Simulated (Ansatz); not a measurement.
Si₇. Charge 0, multiplicity 1. Geometry r2SCAN-D4/def2-SVP; atoms count from 1.

```xyz
7

Si    0.178    0.533    0.801
Si   -0.581   -0.953   -1.241
Si   -2.295   -2.125   -0.390
Si   -0.700   -1.591    1.229
Si    1.456    1.874   -0.623
Si    0.259    2.792    1.115
Si    1.682   -0.531   -0.891
```

The restricted singlet is unstable towards broken spin symmetry in Hartree–Fock (as tested in another run); at PBE0-D4/def2-TZVP this wasn't settled. Another isomer (singlet) lies 2.86 eV lower at PBE0-D4/def2-TZVP; other spin states weren't run for this one.

Question: Estimate the Mulliken populations from the PBE0/def2-TZVP orbitals of Ansatz.

Answer: 
| atom | charge (e) |
| --- | --- |
| Si1 | 0.05 |
| Si2 | 0.03 |
| Si3 | -0.02 |
| Si4 | 0.01 |
| Si5 | -0.02 |
| Si6 | -0.06 |
| Si7 | 0.01 |
Mulliken values depend strongly on the basis.

Question: And the Mayer bond orders between heavy atoms (over 0.3)?

Answer: Si1–Si2 0.41 (2.64 Å); Si1–Si4 0.87 (2.34 Å); Si1–Si5 0.90 (2.34 Å); Si1–Si6 1.14 (2.28 Å); Si1–Si7 0.62 (2.50 Å); Si2–Si3 1.27 (2.24 Å); Si2–Si4 0.79 (2.55 Å); Si2–Si7 0.95 (2.33 Å); Si3–Si4 1.08 (2.33 Å); Si5–Si6 1.23 (2.30 Å); Si5–Si7 0.85 (2.43 Å).
